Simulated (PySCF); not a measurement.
**[Gd(H2O)6]3+ at several levels of theory**

Computed with PySCF 2.14.0 (density fitting, no spin-orbit coupling) at the geometry relaxed with TPSS:

```xyz
19
[Gd(H2O)6]3+ (singlet in the valence; each metal's 4f electrons, 7 of them, lie in its core potential, out of spins and levels)
Gd    0.0000    0.0000    0.0000
O     0.0000    0.0000    2.3898
H    -0.0010    0.7765    2.9979
H     0.0010   -0.7765    2.9979
O     0.0000    0.0000   -2.3898
H    -0.0010   -0.7765   -2.9979
H     0.0010    0.7765   -2.9979
O     2.3906    0.0000    0.0000
H     2.9988    0.0074    0.7766
H     2.9988   -0.0074   -0.7766
O     0.0000    2.3902    0.0000
H     0.7766    2.9984   -0.0050
H    -0.7766    2.9984    0.0050
O    -2.3906    0.0000    0.0000
H    -2.9988   -0.0074    0.7766
H    -2.9988    0.0074   -0.7766
O     0.0000   -2.3902    0.0000
H    -0.7766   -2.9984   -0.0050
H     0.7766   -2.9984    0.0050
```

| level | basis | state | HOMO (eV) | gap (eV) | charge on Gd1 (e) | population of f-type functions on Gd1 (polarisation alone where 4f lies in the core) | dipole about the centre of mass (D) | largest force component (eV/Å) |
| --- | --- | --- | --- | --- | --- | --- | --- | --- |
| TPSS | Gd lcecp-1-SVP with ECP53, O def2-SVP, H def2-SVP | singlet | -20.77 | 7.08 | 1.27 | 0.06 | 0.00 | 0.01 |
| TPSSh | the same | singlet | -21.53 | 8.20 | 1.35 | 0.06 | 0.00 | 0.22 |
| B3LYP | the same | singlet | -22.24 | 9.05 | 1.31 | 0.06 | 0.00 | 0.36 |
| HF | the same | singlet | -27.50 | 18.17 | 1.88 | 0.05 | 0.00 | 1.87 |
| TPSS | Gd lcecp-1-TZVP with ECP53, O def2-TZVP, H def2-TZVP | singlet | -20.87 | 7.15 | 1.98 | 0.08 | 0.00 | 0.39 |
| PBE0 | Gd def2-SVP with ECP28, O def2-SVP, H def2-SVP | octet | -22.46 | 9.19 | 1.54 | 7.05 | 0.00 | 0.37 |

In the lcecp rows the 4f levels are missing from HOMO and gap, and the state counts the valence alone.

HOMO and gap are taken over both spins. Charges are Mulliken's, which hang on the basis. The relaxation used the grid (50, 194), these runs (75, 302) or, all-electron (x2c bases, spin-free X2C Hamiltonian), (99, 590).

Task: What does PBE with Gd lcecp-1-SVP with ECP53, O def2-SVP, H def2-SVP give here?

Result: state singlet, HOMO (eV) -20.65, gap (eV) 6.74, charge on Gd1 (e) 1.15, population of f-type functions on Gd1 (polarisation alone where 4f lies in the core) 0.06, dipole about the centre of mass (D) 0.00, largest force component (eV/Å) 0.08. Time: 12 s on 4 threads of Arm Neoverse V1, with other jobs on the host, from an already converged density.

In the first row's basis the gap widens with exact exchange: 6.7 to 7.1 eV for PBE, TPSS (none); 8.2 to 9.0 eV for TPSSh, B3LYP (a fixed share); 18.2 eV for Hartree–Fock (rising or full at long range).

No frequency check is given that shows the relaxed geometry to be a minimum. An lcecp potential fixes the number of 4f electrons, so in runs with it no electron can move into or out of that shell.

Rows with open f shells in the valence may stand above their lowest state, and their gaps can end on f levels.
